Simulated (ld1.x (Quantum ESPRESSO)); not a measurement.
# Building the ultrasoft potential for Co (Z = 27) (PBE, scalar-relativistic).

ld1.x (Quantum ESPRESSO) 7.5 input, shortened:

```
&input
   title='Co', zed=27., rel=1, dft='PBE', iswitch=3,
   config='[Ar] 3d7 4s1 4p0'
 /
 &inputp
   pseudotype=3, tm=.true., lloc=-1, rcloc=1.70,
   nlcc=.true., rcore=1.85,
   which_augfun='PSQ', rmatch_augfun=1.45
 /
6
4S  1  0   1.00   0.00  1.95  2.10  0.0
4S  1  0   0.00  -0.40  1.95  2.10  0.0
4P  2  1   0.00   0.00  1.90  2.45  0.0
4P  2  1   0.00   0.40  1.90  2.45  0.0
3D  3  2   7.00   0.00  1.60  1.90  0.0
3D  3  2   0.00   2.50  1.60  1.90  0.0
 &test
   configts(1)='3d7 4s1 4p0'
 /
```

All-electron outer shells of the reference configuration (PBE, scalar-relativistic, ld1.x):

```csv
shell,level (eV),outermost node (bohr),outermost maximum (bohr)
3p,-74.47,0.28,0.68
3d,-16.96,–,0.66
4s,-12.76,0.96,2.21
4p,-7.47,1.04,2.76
```

What the tests gave:

- Cutoffs needed: 30 Ry and 45 Ry (the cutoffs (Ry, on a coarse ladder) from which the occupation-weighted sum of valence levels, in a spherical-Bessel basis at the reference potential, stays within 10 and 1 mRy of its value at 400 Ry)
- Ghost test: no extra level below or beside the all-electron valence levels (s, p, d, f tested) (spherical-Bessel basis up to 400 Ry, 20 bohr box)
- Largest excitation error: -125 meV (all-electron minus pseudo) for 3d6 4s0 4p0, out of 7 test configurations
- Lowest eigenvalue of the overlap operator: 0.40 (s channel)
- Density cutoff estimated by the generator: 191 Ry

Generation and tests took about 2.4 s on one core of a shared server CPU.
